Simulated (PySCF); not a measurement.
The vertical singlet excitations below were computed for one of the candidates. Method used: PySCF 2.14.0, density-fitted response routines, TDDFT PBE0/def2-SVPD, vertical, gas phase, core orbitals frozen in the response. Geometries: GFN2-xTB, one conformer each.

```
state  E (eV)       f
   S1    6.04   0.197
   S2    6.37  0.0001
   S3    6.75  0.0012
   S4    6.91  0.0020
   S5    7.14  0.0091
   S6    7.19  0.0090
   S7    7.36   0.014
   S8    7.67   0.228
```

**Question.** Which candidate is it?
A. `C[C@@H](C#N)[SiH]([SiH3])[SiH3]`
B. `CNc1ccccc1`
C. `Cc1nn(C)nc1Cl`

**Answer.** C. Its S1 lies at 6.04 eV; the nearest of the others has S1 at 6.50 eV. S1 is HOMO→LUMO (94%). Löwdin shares by element: HOMO carbon 37% or more, nitrogen 21% or more, chlorine 21% (atoms not listed hold the other 22%); LUMO nitrogen 68%, carbon 12% or more (atoms not listed hold the other 20%). At the same level the other candidates give, for their lowest levels:
- `C[C@@H](C#N)[SiH]([SiH3])[SiH3]`: 6.50 eV (f 0.020); 6.58 eV (f 0.012); 6.67 eV (f 0.042); 6.80 eV (f 0.209); 7.12 eV (f 0.010); T1 5.66 eV; HOMO -8.42, LUMO -0.81 eV
- `CNc1ccccc1`: 4.70 eV (f 0.040); 5.32 eV (f 0.004); 5.51 eV (f 0.214); 5.93 eV (f 0.008); 6.09 eV (f 0.004); T1 3.80 eV; HOMO -5.71, LUMO -0.01 eV
Triplets come from the Tamm–Dancoff approximation.
